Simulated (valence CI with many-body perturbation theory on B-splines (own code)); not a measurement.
From CI to CI+MBPT in Ir36+

Calculated by valence CI with perturbative core correlation (CI+MBPT): five valence electrons over a frozen Dirac-Fock core [Kr], a basis of 7 s, 7 p, 8 d, 6 f, 4 g, 1 h functions for each j, with the one-electron correlation potential Σ1, the two-electron term Σ2, the three-electron term Σ3, Breit, model QED; selected CI, second order for the rest (own B-spline code, finite nucleus).

No measured spectrum was set against this ion. As an estimate, large intervals hold to a few tenths of a per cent, small ones and those within an open d or f shell to about a per cent. Only levels of the ground parity were solved; by the run's estimate the other parity begins above the list, which can be wrong where configurations are misplaced.

Each rung adds one term. CI alone is the Dirac-Coulomb CI over the frozen core; QED comes last and gives the full result, which names the levels. Energies are above (4d3/2^4 4d5/2) J=5/2 on the same rung, in cm⁻¹.

Levels are named by their leading jj configuration (3d3/2^4 stands for four electrons in 3d with j = 3/2), which in mixed levels can hold well under half, so a name can repeat and another be missing. Letters in brackets count levels of one name in rising energy.

```csv
Level,CI alone
(4d3/2^3 4d5/2^2) J=5/2 [a],134091
(4d3/2^3 4d5/2^2) J=7/2 [a],177562
(4d3/2^3 4d5/2^2) J=3/2 [a],180182
(4d3/2^3 4d5/2^2) J=11/2,188562
(4d3/2^3 4d5/2^2) J=9/2,201645
(4d3/2^3 4d5/2^2) J=5/2 [b],209977
(4d3/2^3 4d5/2^2) J=1/2,216919
(4d3/2^3 4d5/2^2) J=7/2 [b],227811
(4d3/2^3 4d5/2^2) J=3/2 [b],273474
(4d3/2^2 4d5/2^3) J=5/2 [a],308052
(4d3/2^2 4d5/2^3) J=7/2 [a],337873
(4d3/2^2 4d5/2^3) J=11/2,346016
(4d3/2^2 4d5/2^3) J=9/2 [a],350220
(4d3/2^2 4d5/2^3) J=1/2 [a],357246
(4d3/2^2 4d5/2^3) J=13/2,368487
(4d3/2^2 4d5/2^3) J=3/2 [a],362322
```

**Question.** What do these energies become with core correlation, Breit and QED?

**Answer.** (4d3/2^3 4d5/2^2) J=5/2 [a] 134179 (+88); (4d3/2^3 4d5/2^2) J=7/2 [a] 173592 (-3970); (4d3/2^3 4d5/2^2) J=3/2 [a] 178061 (-2121); (4d3/2^3 4d5/2^2) J=11/2 181856 (-6706); (4d3/2^3 4d5/2^2) J=9/2 195444 (-6202); (4d3/2^3 4d5/2^2) J=5/2 [b] 204937 (-5039); (4d3/2^3 4d5/2^2) J=1/2 213375 (-3544); (4d3/2^3 4d5/2^2) J=7/2 [b] 220354 (-7457); (4d3/2^3 4d5/2^2) J=3/2 [b] 269811 (-3663); (4d3/2^2 4d5/2^3) J=5/2 [a] 306188 (-1864); (4d3/2^2 4d5/2^3) J=7/2 [a] 332451 (-5422); (4d3/2^2 4d5/2^3) J=11/2 337912 (-8105); (4d3/2^2 4d5/2^3) J=9/2 [a] 342925 (-7295); (4d3/2^2 4d5/2^3) J=1/2 [a] 352586 (-4660); (4d3/2^2 4d5/2^3) J=13/2 357341 (-11146); (4d3/2^2 4d5/2^3) J=3/2 [a] 360042 (-2280).

**Question.** How does the ionisation energy move along the ladder, and which term matters most?

**Answer.** CI alone 1598.7, + Σ1 1601.3, + Σ2 1604.7, + Σ3 1604.8, + Breit 1604.2, + QED 1604.3 eV. The largest step is Σ2, 3.4 eV. NIST lists 1603 ± 5 eV (theoretical).
